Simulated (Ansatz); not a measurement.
The first iterations of a band of ClH + FGa (4 atoms, charge 0, multiplicity 1).

These are results of UKS B3LYP-D4/def2-SVP (Ansatz 0.2.0), not measurements.

- movable images: 7
- climbing image: yes
- spring: 5.0 eV/Å²
- optimiser: fire
- start path: through a guess of the saddle point
- force threshold: 0.03 eV/Å
- iteration limit: 60
- end points: relaxed
- largest step: 0.5 Å

First end point:

```xyz
4
Properties=species:S:1:pos:R:3
Ga -1.037 -1.285 -0.664
F -0.046 0.150 -1.247
H 0.519 0.649 0.302
Cl 0.564 0.486 1.608
```

Last end point:

```xyz
4
Properties=species:S:1:pos:R:3
Ga -0.949 -1.275 -0.020
F 0.244 0.537 -1.225
H 0.510 0.745 -0.333
Cl 0.195 -0.006 1.578
```

| iteration | highest image above the first end (eV) | largest band force component (eV/Å) |
| --- | --- | --- |
| 1 | 0.391 | 1.963 |
| 2 | 0.251 | 1.249 |
| 3 | 0.132 | 1.526 |
| 4 | 0.124 | 0.641 |
| 5 | 0.118 | 0.540 |
| 6 | 0.114 | 0.451 |
| 7 | 0.108 | 0.299 |

Q: Does the band converge within its limit, and where does its top end?

A: The forces met the threshold. It ended after 23 iterations with the highest image 0.103 eV above the first end. Another band between the same ends (7 images) ends at a top of the same energy, where a vibrational analysis finds 1 clearly imaginary mode. The orbitals were unrestricted but ended closed-shell.

The run took 5.2 min on 2 threads of Intel(R) Xeon(R) Platinum 8259CL CPU @ 2.50GHz (Skylake/Cascade Lake), with other jobs on the host, peak memory 0.21 GiB.
